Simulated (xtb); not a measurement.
Mg(Et)(SeH) (C2H6MgSe), SMILES [SeH][Mg][CH2]C. All values are semi-empirical tight-binding results from xtb (GFN2-xTB unless named), good for trends rather than for accurate numbers. Geometry optimised at GFN2-xTB. The structure was generated by enumeration; whether it is a known compound was not checked. Other conformers were not sampled.

Optimised geometry:

Bonded distances (Å): Mg1–C2 2.105, Mg1–Se9 2.476, C2–C3 1.520, C2–H4 1.092, C2–H5 1.093, C3–H6 1.096, C3–H7 1.095, C3–H8 1.093, Se9–H10 1.426. Bond angles (°): C2–Mg1–Se9 122.3, Mg1–C2–C3 102.6, Mg1–C2–H4 114.0, Mg1–C2–H5 111.9, C3–C2–H4 110.1, C3–C2–H5 109.9, H4–C2–H5 108.2, C2–C3–H6 110.9, C2–C3–H7 110.9, C2–C3–H8 111.3, H6–C3–H7 108.2, H6–C3–H8 107.6, H7–C3–H8 107.8, Mg1–Se9–H10 103.0.
Charge 0, spin multiplicity 1.

For metal compounds this method's bond lengths and energies can be far off.

```json
{
  "orbital_gap": "2.42 eV",
  "zero_point_energy": "43.0 kcal/mol",
  "G − E(el) at 298.15 K (modified RRHO)": "22.0 kcal/mol"
}
```

**Question.** Give the atomic charges and the Wiberg bond orders between heavy atoms. (An estimate is asked for; the answer gives what the named calculation found.)

**Answer.** charges (e) Mg1 0.45, C2 -0.18, C3 -0.10, H4 0.03, H5 0.03, H6 0.05, H7 0.05, H8 0.04, Se9 -0.57, H10 0.18. Bond orders Mg1–C2 0.81, C2–C3 1.03, Mg1–Se9 0.76.
